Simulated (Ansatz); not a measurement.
This Ansatz (a program for electronic structure) input (CCSD(T)/cc-pwCVQZ) gives -168.48822 Eh with 282 basis functions. A basis named .json is the Basis Set Exchange file of that set (core-valence sets with the plain set on hydrogen).

Ansatz 0.2 input:
```yaml
crystal:
  periodic: [false, false, false]
  atoms:
    - {symbol: N, position_ang: [-1.10139600, 0.28069552, 0.24706094]}
    - {symbol: C, position_ang: [0.04274511, -0.02393513, -0.00078960]}
    - {symbol: O, position_ang: [1.14816135, -0.19903996, -0.32068421]}
    - {symbol: H, position_ang: [-1.73198952, -0.22893827, 0.84078472]}
basis:
  gaussian:
    orbitals: cc-pwCVQZ.json
magnetization: {spin_polarized: false}
correlation: {method: ccsd_t, electrons: outside_noble_gas}
```

Change:
```diff
- orbitals: cc-pwCVQZ.json
+ orbitals: cc-pVTZ
```

Q: What does the run give now?

A: -168.43244 Eh (CCSD(T)/cc-pVTZ, 104 functions), a change of +55.78 mEh.
